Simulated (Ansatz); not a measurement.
Mulliken charges of `B[SiH2]C=O` from r2SCAN/def2-TZVPP in Ansatz (PBE0-D4/def2-TZVP geometry).

| atom | x (Å) | y (Å) | z (Å) | charge (e) |
| --- | --- | --- | --- | --- |
| B1 | -0.950 | 0.850 | -1.073 | -0.060 |
| Si2 | 0.611 | -0.206 | -0.387 | 0.244 |
| C3 | 0.331 | -0.554 | 1.494 | 0.120 |
| O4 | 1.023 | -0.098 | 2.366 | -0.261 |
| H5 | -2.058 | 0.518 | -0.767 | 0.023 |
| H6 | -0.829 | 1.799 | -1.787 | 0.031 |
| H7 | 1.958 | 0.388 | -0.571 | -0.066 |
| H8 | 0.542 | -1.541 | -1.056 | -0.061 |
| H9 | -0.539 | -1.202 | 1.763 | 0.030 |

Task: By hand: the dipole of these point charges (1 e Å = 4.8032 D).

Result: Σ q r = (-0.273, -0.042, -0.386) e Å, of length 0.475 e Å = 2.28 D.

Task: How does the dipole of the full density compare? (Estimate.)

Result: Computed: (-0.260, -0.109, -0.341) e Å, 2.13 D; the point charges give 1.07 times that, at 9° from its direction.

Point charges leave out the atoms' own dipoles, such as those of lone pairs, and Mulliken's split depends on the basis, so the close match here is no proof of good charges.
